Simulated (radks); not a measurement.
Ca0.3+, configuration [Ne] 3s(up 1, down 0.7) 3p6 4s2 (fractional occupations, a model configuration). All-electron calculation, non-relativistic Kohn-Sham, PBE, spin-polarised, spherical densities, point nucleus. Program: a radial shooting solver on a logarithmic mesh with Libxc functionals.

Unscreened Slater integrals over Kohn-Sham orbitals (cm^-1). They are taken over the spin-up orbitals.

| integral | value |
|---|---|
| F0(4s,4s) | 52882 |
| F0(4s,3p) | 67754 |
| G1(4s,3p) | 4274.3 |
| F0(4s,3s) | 68226 |
| G0(4s,3s) | 2917.0 |
| F0(3p,3p) | 158310 |
| F2(3p,3p) | 79606 |
| F0(3p,3s) | 164550 |
| G1(3p,3s) | 109450 |
| F0(3s,3s) | 171570 |
